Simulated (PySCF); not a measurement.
# Excitation energy of Fe²⁺ by level of theory

Fe²⁺ [Ar] 3d6 (5D) → Fe²⁺ [Ar] 3d5 4p1 (7P), as a difference of total energies. All numbers are calculated (PySCF 2.14, no relativity, point nucleus, in def2-TZVPPD (6s6p4d2f1g, 67 functions)). Correlated levels: valence: [Ar] frozen; valence and next inner shell: [Ne] frozen. The calculations carry no spin-orbit coupling.

```tsv
method	excitation energy (eV)
UHF	8.747
LDA	10.548
PBE	10.483
PBE0	10.305
r2SCAN	10.071
r2SCAN0	10.021
MN15	10.827
wB97X-V	10.737
BLYP	10.658
MP2 (valence)	9.999
SCS-MP2 (valence)	10.371
MP2 (valence and next inner shell)	10.291
SCS-MP2 (valence and next inner shell)	10.423
```

How much does correlation contribute at MP2 (valence and next inner shell)?

10.291 − (8.747) = 1.544 eV, measured against UHF.

A first-order spin-orbit estimate (lowest level to lowest level, LS coupling) adds 0.009 eV.
